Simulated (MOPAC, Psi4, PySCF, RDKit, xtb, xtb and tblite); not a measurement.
Internal rotation in C₆H₆O₂S, SMILES COC(=O)c1cccs1. Scanned: dihedral C1–O2–C3–O4; all other coordinates were relaxed at GFN2-xTB. Points at φ and −φ are mirror images.

Geometry of the scan point at -30° (Å):
```
15

C      3.0858     0.4963    -0.1019
O      1.6963     0.5933     0.1697
C      0.9334    -0.4782    -0.1335
O      1.1737    -1.2509    -1.0287
C     -0.2895    -0.4927     0.6590
C     -1.3492    -1.3549     0.5373
C     -2.3656    -1.0937     1.4706
C     -2.0643    -0.0432     2.2854
S     -0.5384     0.6499     1.9341
H      3.4404     1.4972    -0.3401
H      3.2586    -0.1757    -0.9453
H      3.5991     0.1205     0.7859
H     -1.3753    -2.1361    -0.2002
H     -3.2786    -1.6572     1.5372
H     -2.6592     0.3657     3.0783
```

- GFN2-xTB (xtb and tblite)
- MMFF94 // GFN2-xTB (RDKit)
- PBE/def2-SVP // GFN2-xTB (Psi4)
- PBE-D3(BJ)/def2-SVP // GFN2-xTB (Psi4)
- PM6, restricted, heats of formation // GFN2-xTB (MOPAC)
- PM3, restricted, heats of formation // GFN2-xTB (MOPAC)
- GFN1-xTB // GFN2-xTB (xtb)
- RKS-B3LYP/6-31G* = restricted B3LYP/6-31G*, spherical d, density fitting // GFN2-xTB in PySCF
- RKS-M06-2X/6-31G* = restricted M06-2X/6-31G*, spherical d, density fitting // GFN2-xTB (PySCF 2.14.0)
- RKS-BP86/6-31G* = PySCF with restricted BP86/6-31G*, spherical d, density fitting // GFN2-xTB
- RHF/6-31G* = restricted Hartree-Fock/6-31G*, spherical d, density fitting // GFN2-xTB (PySCF)

Least-squares fit of E(φ) = a0 + Σ (a_n cos nφ + b_n sin nφ), n = 1 to 4, to the 24 scan points, in kcal/mol above the lowest point of each profile (levels whose profile four harmonics don't fit are not listed):

```json
[
 {"method": "GFN2-xTB", "a0": "8.54", "a1": "-4.27", "b1": "0.00", "a2": "-4.34", "b2": "0.00", "a3": "-0.03", "b3": "0.00", "a4": "0.09", "b4": "0.00", "rms of fit": "0.06"},
 {"method": "MMFF94", "a0": "12.14", "a1": "-8.92", "b1": "0.00", "a2": "-1.48", "b2": "0.00", "a3": "-1.56", "b3": "0.00", "a4": "0.52", "b4": "0.00", "rms of fit": "0.49"},
 {"method": "PBE/def2-SVP", "a0": "8.78", "a1": "-5.07", "b1": "0.00", "a2": "-3.32", "b2": "0.00", "a3": "-0.29", "b3": "0.00", "a4": "-0.03", "b4": "0.00", "rms of fit": "0.10"},
 {"method": "PBE-D3(BJ)/def2-SVP", "a0": "8.44", "a1": "-4.72", "b1": "0.00", "a2": "-3.29", "b2": "0.00", "a3": "-0.32", "b3": "0.00", "a4": "-0.04", "b4": "0.00", "rms of fit": "0.09"},
 {"method": "PM6", "a0": "7.27", "a1": "-4.72", "b1": "0.00", "a2": "-2.62", "b2": "0.00", "a3": "0.02", "b3": "0.00", "a4": "0.06", "b4": "0.00", "rms of fit": "0.06"},
 {"method": "PM3", "a0": "4.30", "a1": "-1.26", "b1": "0.00", "a2": "-2.02", "b2": "0.00", "a3": "-0.30", "b3": "0.00", "a4": "-0.15", "b4": "0.00", "rms of fit": "0.27"},
 {"method": "GFN1-xTB", "a0": "8.15", "a1": "-4.01", "b1": "0.00", "a2": "-3.92", "b2": "0.00", "a3": "-0.25", "b3": "0.00", "a4": "0.09", "b4": "0.00", "rms of fit": "0.07"},
 {"method": "RKS-B3LYP/6-31G*", "a0": "9.22", "a1": "-5.70", "b1": "0.00", "a2": "-2.86", "b2": "0.00", "a3": "-0.43", "b3": "0.00", "a4": "-0.03", "b4": "0.00", "rms of fit": "0.09"},
 {"method": "RKS-M06-2X/6-31G*", "a0": "9.11", "a1": "-5.12", "b1": "0.00", "a2": "-2.97", "b2": "0.00", "a3": "-0.63", "b3": "0.00", "a4": "-0.07", "b4": "0.00", "rms of fit": "0.12"},
 {"method": "RKS-BP86/6-31G*", "a0": "8.85", "a1": "-5.29", "b1": "0.00", "a2": "-3.10", "b2": "0.00", "a3": "-0.34", "b3": "0.00", "a4": "-0.01", "b4": "0.00", "rms of fit": "0.08"},
 {"method": "RHF/6-31G*", "a0": "10.27", "a1": "-6.49", "b1": "0.00", "a2": "-2.52", "b2": "0.00", "a3": "-0.72", "b3": "0.00", "a4": "-0.06", "b4": "0.00", "rms of fit": "0.15"}
]
```
